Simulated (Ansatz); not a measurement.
Consider the cleavage of the Si–B bond: `F[Si](F)(F)BCl` + CH₃OH → `CO[Si](F)(F)F` + `BCl`.

Computed with Ansatz on PBE0-D4/def2-TZVP structures; ΔE is electronic, products minus reactants. CBS: MP2 limit from def2 TZ/QZ plus the TZ coupled-cluster correction, frozen cores. This one scheme is used for every species. Functionals use def2-TZVPP. Each species was taken in one conformer, which may not be the lowest.

```tsv
level	ΔE (kJ/mol)
PBE-D4	-116.4
BLYP-D4	-129.3
PBE0	-128.3
LC-ωPBE	-133.2
HF/def2-SVP	-152.8
HF/def2-QZVPP	-169.3
MP2/def2-QZVPP	-149.2
SCS-MP2/def2-QZVPP	-150.3
```

**Question.** What does CCSD(T)/CBS give? (An estimate is asked.)

**Answer.** The calculation gave: -142.2 kJ/mol. The listed levels differ from it by 25.8, 12.9, 13.9, 9.0, -10.6, -27.1, -7.0, -8.1 kJ/mol.

Largest T1 diagnostic among the species: 0.013.

In def2-TZVPP, CCSD(T) changes the Hartree–Fock value by +23.6 kJ/mol (the triples alone add +3.3 kJ/mol) and MP2 by +18.0 kJ/mol. From r2SCAN to r2SCAN0 (25 % exact exchange), in def2-TZVPP and without D4, ΔE moves by −5.4 kJ/mol.
